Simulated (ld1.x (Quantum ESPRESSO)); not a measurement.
# chromium (Cr): excitation energies, all-electron against RRKJ

ld1.x (Quantum ESPRESSO) 7.5 input, shortened:

```
&input
   title='Cr', zed=24., rel=1, dft='PBESOL', iswitch=3,
   config='[Ar] 3d3 4s0 4p0'
 /
 &inputp
   pseudotype=2, tm=.false., rho0=0.001, lloc=0,
   nlcc=.true., new_core_ps=.true.
 /
3
3P  2  1   6.00   0.00  1.32  1.32  0.0
3D  3  2   3.00   0.00  1.46  1.46  0.0
3S  1  0   2.00   0.00  0.72  0.72  0.0
 &test
   configts(1)='3s2 3p6 3d3 4s0 4p0'
 /
```

Energies are relative to the spin-unpolarised reference configuration 3s2 3p6 3d3 4s0 4p0; without spin polarisation the order of configurations can differ from experiment.

```csv
valence configuration,charge,ΔE all-electron (eV),error AE − PS (meV)
3s2 3p6 3d5 4s1 4p0,0,-53.592,+55
3s2 3p6 3d5 4s0 4p0,+1,-46.719,+45
3s2 3p6 3d4 4s0 4p0,+2,-30.705,+30
3s2 3p6 3d5.5 4s0.5 4p0,0,-52.869,+41
3s2 3p6 3d5 4s0.5 4p0,+0.5,-50.885,+51
3s2 3p6 3d6 4s0 4p0,0,-51.865,+28
```

Q: What are ΔE and the potential's error for 3s2 3p6 3d4 4s1 4p0?

A: ΔE = -45.583 eV all-electron; the error (AE − PS) is +71 meV.

Levels in the configuration 3s2 3p6 3d5 4s0 4p0:

```tsv
level	all-electron (eV)	pseudo (eV)
3s	-80.718	-80.636
3p	-52.326	-52.231
3d	-9.843	-9.836
```
